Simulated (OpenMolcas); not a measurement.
# Cr4+: moving or changing the point charges

Cr4+ among 4 point charges of -1 e arranged as a tetrahedron (Td), 2.06 Å from the ion.

```yaml
Program: OpenMolcas
Method: CASSCF
Basis: ANO-RCC-VDZP [5s4p2d1f]
Scalar_Hamiltonian: DKH2, point nucleus
Active_space: 2 electrons in 5 orbitals (3d)
State_averaging: 2S+1 = 3 even, 10 roots; 2S+1 = 1 even, 15 roots
Spin-orbit_coupling: RASSI with atomic mean-field integrals over the reference wave functions
```

Runs around this geometry, states (labels of Td). Energies in cm-1 above the lowest state or level, χT in cm3 K/mol; 10Dq and B are least-squares fits to the states below 45000 cm-1, weighted by degeneracy, with a free offset, and given where the rms deviation is under 5 % of |10Dq| (or 100 cm-1) and under 700 cm-1; 10Dq is negative for this site.

| R (Å) | q (e) | Ground state | First state of that spin | 10Dq | B (rms of fit) | First gap with spin-orbit (degeneracies) | χT at 300 K | First state of another spin |
| --- | --- | --- | --- | --- | --- | --- | --- | --- |
| 2.06 | -0.65 | 3A2 | 3T2 394.8 | -401 | 1271 (37) | 292.2 (3, 2) | 0.586 | 1E 16293 |
| 1.87 | -1 | 3A2 | 3T2 949.7 | -971 | 1270 (39) | 854.9 (3, 2) | 0.590 | 1E 16651 |
| 2.06 | -1 | 3A2 | 3T2 598.6 | -610 | 1271 (38) | 488.7 (3, 2) | 0.574 | 1E 16434 |
| 2.18 | -1 | 3A2 | 3T2 455.2 | -464 | 1271 (37) | 348.3 (3, 2) | 0.581 | 1E 16336 |

Taking |10Dq| as R^-n, n = -ln(464 / 971) / ln(2.18 / 1.87) = 4.8 between the shortest and longest distance. The point-charge formula for a cubic d site gives n = 5.

Scaling the charges by -0.65 / -1 = 0.65 scales |10Dq| by 401 / 610 = 0.66; with fixed orbitals a first-order splitting would follow the charge.

Without dynamic correlation the repulsion within the d shell is too large (B by tens of per cent), so at a given field states of lower spin stand too high. The ground term spreads over less than 5000 cm-1, several times less than with real ligands, so orbital moments are less quenched and χT lies further from the spin-only value than at real sites. Spin-orbit coupling mixes the spin-free states strongly: the lowest level takes only 55 % from its leading state, 3A2 (figures for R = 2.06, q = -0.65; the like holds for R = 2.06, q = -1, R = 2.18, q = -1). This is an electrostatic model: the charges have no orbitals. No measured value stands beside these numbers.
